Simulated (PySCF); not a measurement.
C₂H₁₀O₂Si₂, SMILES O[SiH2]CC[SiH2]O.

Geometry: PBE0-D3(BJ)/def2-SVP. The structure was generated by enumeration, and PubChem lists no compound with its InChIKey, so it may never have been made. Other conformers were not sampled.

Level of theory: PBE/def2-TZVP in PySCF.

Isolated molecule, no solvent.

```json
{
  "total_energy": "-811.28595 hartree",
  "highest_occupied_level": "-6.62 eV",
  "lowest_empty_level": "-0.68 eV",
  "orbital_gap": "5.93 eV",
  "dipole_moment": "2.69 D",
  "quadrupole, principal values (traceless, Buckingham form, about the centre of nuclear charge)": "-10.82, 1.92, 8.90 D·Å",
  "mean_static_polarisability": "84.4 bohr³ (12.51 Å³)",
  "polarisability_principal_values": "75.5, 79.6, 98.1 bohr³"
}
```
